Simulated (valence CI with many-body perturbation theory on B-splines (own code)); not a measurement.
Results of a calculation; reference values are marked as such.
Cd XLIV: input, log and results

Level of theory: valence CI with perturbative core correlation (CI+MBPT): three valence electrons over a frozen Dirac-Fock core [He], radial functions for each j: 11 s, 11 p, 10 d, 8 f, 5 g, 2 h, with the one-electron correlation potential Σ1 (screened to all orders), the two-electron term Σ2, the three-electron term Σ3, Breit, model QED; selected single and double excitations, second order for the rest, scaled by the run's own slope (own B-spline code, finite nucleus).

Command, and the settings that its task file holds:

```sh
python run_cv.py task.json out
```

```
atom Cd  Z=48  mass_number=114  rms_radius_fm=4.6087
core [He]
valence 2s2 2p1
avg = 1
basis = M
breit = 1
cap = 32000
capref = 2000
cscale = 1
de = 0.0
dress = 0
eps = 2e-08
extrap = 1
h = 0.27
hh = 1
l2 = 3
lcore = 6
maxit = 60
n2 = 5
natural = 1
nlev = 150
nno = [5, 5, 5, 4, 2, 1]
nroot = 36
nsp = [6, 6, 5, 4, 3, 1]
pt2 = 1
qed = 1
rpa = 1
s1 = 1
s2 = 1
s3 = 1
screen = 1
tol = 2e-05
whole = 1
```

(1) Roughly how long does this run take on one core of Arm Neoverse V1, and how much memory?

Log. The first blocks belong to the next ion, which gives the ionisation energy. Fields: 2J, parity (1 odd), roots, reference size, generating configurations, candidates as configurations/state functions, variational space P, stored matrix elements, Davidson steps; e2 is the range of second-order energies in hartree. The first line gives the box (bohr), its intervals, the orbitals and the steps of their self-consistent field. Window is the range of levels sought, series limit the energy at which the first omitted orbital would enter, core excitation an estimate of the first excitation out of the core, left out the lowest levels not solved, and shifts from estimates the range by which levels moved from their first estimate, all in cm⁻¹.

```
rmax 3.4 intervals 58 orbitals 83 references ['2s2 2p', '2s 2p2', '2p3'] scf 2 t 0.5
2J=0 par=0 roots 2 ref 20 generators 3 cand 396/396 P 371/371 nnz 0 it 0
2J=0 par=0 roots 2 ref 20 generators 3 cand 45/45 P 391/391 nnz 0 it 0
   second order: generators 5 cand 25/25 e2 -0.00000 -0.00000
2J=0 par=1 roots 2 ref 17 generators 4 cand 344/344 P 317/317 nnz 0 it 0
2J=0 par=1 roots 2 ref 17 generators 5 cand 44/44 P 341/341 nnz 0 it 0
   second order: generators 7 cand 20/20 e2 -0.00000 -0.00000
2J=2 par=1 roots 2 ref 40 generators 2 cand 922/922 P 778/778 nnz 0 it 0
2J=2 par=1 roots 2 ref 40 generators 2 cand 184/184 P 878/878 nnz 0 it 0
   second order: generators 5 cand 84/84 e2 -0.00000 -0.00000
reference levels 1013, estimated 767, window 44848696 1/cm; series limit 52892906, core excitation 189337507
2J=1 par=1 roots 26 ref 80 generators 23 cand 10481/15966 P 4962/7167 nnz 4.4e+06 it 5
2J=1 par=1 roots 26 ref 80 generators 25 cand 9650/14694 P 9235/13804 nnz 1.4e+07 it 7
   second order: generators 45 cand 8810/13556 e2 -0.00002 -0.00000
2J=1 par=0 roots 28 ref 82 generators 26 cand 11571/17733 P 4895/7169 nnz 4.4e+06 it 4
2J=1 par=0 roots 28 ref 82 generators 29 cand 10758/16430 P 9480/14353 nnz 1.6e+07 it 6
   second order: generators 46 cand 7585/11380 e2 -0.00002 -0.00000
2J=3 par=1 roots 36 ref 122 generators 27 cand 14513/30493 P 3597/7224 nnz 5.3e+06 it 5
2J=3 par=1 roots 36 ref 122 generators 29 cand 14660/31041 P 10281/21912 nnz 3.8e+07 it 7
   second order: generators 50 cand 10244/22435 e2 -0.00002 -0.00000
2J=3 par=0 roots 36 ref 120 generators 25 cand 15692/33708 P 3564/7222 nnz 5.3e+06 it 5
2J=3 par=0 roots 36 ref 120 generators 28 cand 15866/34707 P 10722/23172 nnz 4.1e+07 it 8
   second order: generators 46 cand 8708/18757 e2 -0.00003 -0.00000
2J=5 par=0 roots 31 ref 121 generators 26 cand 18237/45451 P 3328/7219 nnz 5.5e+06 it 5
2J=5 par=0 roots 31 ref 121 generators 27 cand 17370/43391 P 10786/26058 nnz 5.4e+07 it 7
   second order: generators 44 cand 9912/24552 e2 -0.00002 -0.00000
2J=5 par=1 roots 25 ref 116 generators 21 cand 17017/41392 P 3384/7218 nnz 5.4e+06 it 5
2J=5 par=1 roots 25 ref 116 generators 21 cand 16121/39330 P 9916/23371 nnz 4.4e+07 it 7
   second order: generators 41 cand 14112/38200 e2 -0.00003 -0.00000
2J=7 par=1 roots 13 ref 92 generators 13 cand 12322/34329 P 3314/7179 nnz 5.2e+06 it 6
...
2J=9 par=0 roots 7 ref 60 generators 8 cand 8526/25571 P 5812/14332 nnz 2.2e+07 it 5
   second order: generators 14 cand 9933/30485 e2 -0.00002 -0.00001
2J=11 par=0 roots 2 ref 26 generators 2 cand 4329/12096 P 2247/5016 nnz 2.9e+06 it 4
2J=11 par=0 roots 2 ref 26 generators 2 cand 3285/9606 P 2816/6543 nnz 5.3e+06 it 4
   second order: generators 4 cand 3575/10090 e2 -0.00001 -0.00001
2J=11 par=1 roots 1 ref 29 generators 2 cand 2846/7361 P 2071/4614 nnz 3.1e+06 it 4
2J=11 par=1 roots 1 ref 29 generators 3 cand 4036/11481 P 2434/5547 nnz 4.8e+06 it 4
   second order: generators 4 cand 3673/10548 e2 -0.00001 -0.00001
left out: unestimated 52947523, estimated 47203613, shifts from estimates -11 to 83
operators 0.2
```

The Davidson iterations converged.

The last digits are not significant, and no measured levels were compared; by estimate large intervals hold to a few tenths of a per cent, small ones and those within an open d or f shell to about a per cent.

| Property | Result |
| --- | --- |
| Valence energy | -813.518 hartree |
| Ionisation energy | 7111.5 eV (NIST: 7109 ± 5 eV (semi-empirical)) |
| Reference configurations for the orbitals | 2s2 2p, 2s 2p2, 2p3 |
| Radial orbitals | 83 |
| Box radius | 3.394 bohr |
| Largest variational space | 26058 |
| Lowest levels | (2s^2 2p1/2) J=1/2 0.00, (2s 2p1/2^2) J=1/2 1101.1, (2s^2 2p3/2) J=3/2 1725.5, (2s 2p1/2 2p3/2) J=3/2 [a] 2499.2, (2s 2p1/2 2p3/2) J=5/2 2723.5, (2s 2p1/2 2p3/2) J=3/2 [b] 3078.6, (2s 2p1/2 2p3/2) J=1/2 3097.5, (2p1/2^2 2p3/2) J=3/2 4281.8, (2s 2p3/2^2) J=5/2 4373.4, (2s 2p3/2^2) J=1/2 4890.0, (2s 2p3/2^2) J=3/2 4899.1, (2p1/2 2p3/2^2) J=3/2 5792.5, (2p1/2 2p3/2^2) J=5/2 5936.1, (2p1/2 2p3/2^2) J=1/2 6206.9 × 10³ cm⁻¹ |

Levels are named by their leading jj configuration (3d3/2^4 stands for four electrons in 3d with j = 3/2), which in mixed levels can hold well under half, so a name can repeat and another be missing. Letters in brackets count levels of one name in rising energy.

Answers

(1) 84 s on 1 thread of Arm Neoverse V1, on a shared host, peak memory 0.84 GiB.
